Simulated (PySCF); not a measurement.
PySCF input (BP86/def2-SVP):

```python
from pyscf import gto, dft

mol = gto.M(
    atom='''
    Sb    0.14925100   -0.58985300    0.71379300
    Br    1.76580500    0.89714800   -0.52576700
    Br   -1.98328500   -0.03764800   -0.51433100
    ''',
    basis='def2-svp',
    ecp='def2-svp',
    charge=0,
    spin=1,
    verbose=4,
)

mf = dft.UKS(mol, xc='bp86')
mf.grids.level = 3
mf.conv_tol = 1e-9
mf.max_cycle = 100
mf.max_memory = 1500
mf.kernel()
if not mf.converged:
    mf = mf.newton()
    mf.kernel(mf.make_rdm1())
mo, _, stable, _ = mf.stability(return_status=True)
if not stable:
    mf.kernel(mf.make_rdm1(mo, mf.mo_occ))
    stable = mf.stability(return_status=True)[2]
mf.dip_moment()
```

From the output:

```
  HOMO = -0.190376261691  LUMO = -0.156069682433  gap/eV = 0.93353
cycle= 9 E= -5388.68257789334  delta_E= -1.48e-06  |g|= 0.000649  |ddm|= 0.0033
  alpha nocc = 47  HOMO = -0.190443981177744  LUMO = -0.0986878307062063
  beta  nocc = 46  HOMO = -0.261875063799466  LUMO = -0.156120453858819
  HOMO = -0.190443981178  LUMO = -0.156120453859  gap/eV = 0.93399
cycle= 10 E= -5388.68257823214  delta_E= -3.39e-07  |g|= 0.000226  |ddm|= 0.00132
  alpha nocc = 47  HOMO = -0.190448897698694  LUMO = -0.0986907893949037
  beta  nocc = 46  HOMO = -0.261888831083859  LUMO = -0.156110538730836
  HOMO = -0.190448897699  LUMO = -0.156110538731  gap/eV = 0.93439
cycle= 11 E= -5388.68257821092  delta_E= 2.12e-08  |g|= 0.000188  |ddm|= 0.00064
  alpha nocc = 47  HOMO = -0.190446352917647  LUMO = -0.098688309106063
  beta  nocc = 46  HOMO = -0.261891862913103  LUMO = -0.156103066033232
  HOMO = -0.190446352918  LUMO = -0.156103066033  gap/eV = 0.93453
cycle= 12 E= -5388.68257819518  delta_E= 1.57e-08  |g|= 2.77e-05  |ddm|= 0.000333
  alpha nocc = 47  HOMO = -0.190445381705281  LUMO = -0.0986854829353391
  beta  nocc = 46  HOMO = -0.261886515949601  LUMO = -0.156101006004384
  HOMO = -0.190445381705  LUMO = -0.156101006004  gap/eV = 0.93456
cycle= 13 E= -5388.68257823655  delta_E= -4.14e-08  |g|= 4.21e-06  |ddm|= 5.31e-05
  alpha nocc = 47  HOMO = -0.190445250189377  LUMO = -0.0986852900509503
  beta  nocc = 46  HOMO = -0.261887157521444  LUMO = -0.156100830189835
  HOMO = -0.190445250189  LUMO = -0.15610083019  gap/eV = 0.93456
cycle= 14 E= -5388.68257823657  delta_E= -2.36e-11  |g|= 1.48e-06  |ddm|= 1e-05
  alpha nocc = 47  HOMO = -0.19044548533752  LUMO = -0.0986854198829061
  beta  nocc = 46  HOMO = -0.261886896757929  LUMO = -0.156101144187041
  HOMO = -0.190445485338  LUMO = -0.156101144187  gap/eV = 0.93456
Extra cycle  E= -5388.68257823656  delta_E= 1.18e-11  |g|= 2.34e-06  |ddm|= 7.12e-06
converged SCF energy = -5388.68257823656  <S^2> = 0.75167251  2S+1 = 2.0016718
uhf_internal: lowest eigs of H = [0.61286011 0.68909053 0.69713296]
<class 'pyscf.dft.uks.UKS'> wavefunction is stable in the internal stability analysis
Dipole moment(X, Y, Z, Debye):  0.34494, -1.36320,  1.64964
```

The geometry given is a B3LYP-D3(BJ)/def2-TZVP minimum.
